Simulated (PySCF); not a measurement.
Excitation energy of Co by level of theory

Co [Ar] 3d7 4s2 (4F) → Co [Ar] 3d9 (2D), as a difference of total energies. All numbers are calculated (PySCF 2.14, no relativity, point nucleus, in def2-TZVPPD (6s6p4d2f1g, 67 functions)). Correlated levels: valence: [Ar] frozen; valence and next inner shell: [Ne] frozen. The calculations carry no spin-orbit coupling.

| method | excitation energy (eV) |
| --- | --- |
| UHF | 7.186 |
| LDA | 1.516 |
| PBE | 2.000 |
| PBE0 | 3.075 |
| r2SCAN | 3.022 |
| revPBE | 2.042 |
| wB97M-V | 2.908 |
| M06-2X | 3.699 |
| MP2 (valence) | 1.750 |
| SCS-MP2 (valence) | 2.255 |
| MP2 (valence and next inner shell) | 0.541 |
| SCS-MP2 (valence and next inner shell) | 1.382 |

Problem. How much does correlation contribute at MP2 (valence and next inner shell)?

Solution. 0.541 − (7.186) = -6.645 eV, measured against UHF.

A first-order spin-orbit estimate (lowest level to lowest level, LS coupling) adds 0.044 eV.
